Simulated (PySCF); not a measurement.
Compound: Cd(OH)2 (singlet state).
Structure used (PBE0-D3(BJ)/def2-SVP), in Å, numbered top down from 1:
```xyz
5
CdH2O2 angstrom
Cd     0.2049    0.0390   -0.0216
O      0.3212    0.2395    1.9232
H     -0.4876    0.6212    2.2819
O      0.2409   -0.1040   -1.9749
H     -0.2045   -0.9062   -2.2707
```

Method: PBE0-D3(BJ)/def2-SVP geometry optimisation, gas phase, def2 core potentials past Kr in PySCF 2.14.0.

Task: Which atoms are bound to Cd1, and at what distances?

Result: 2 atoms: O2 1.959 Å, O4 1.959 Å. The nearest atom not counted as bound is H5, at 2.47 Å (others tie with it).

Task: What is the shape at Cd1?

Result: Almost linear: angle 175.2°.

Task: What are the other bond lengths?

Result: O2–H3, O4–H5 0.964 Å.

Point group: C2 (tolerance 0.08 Å). Charge 0, singlet. No PBE0-D3(BJ)/def2-SVP frequencies stand behind this structure, so it isn't proved a minimum.

Time: 24 s of wall time; peak memory 0.28 GiB. Hardware: one thread of an Intel Xeon Platinum 8375C at 2.90 GHz, no GPU (shared host). This is the geometry optimisation.
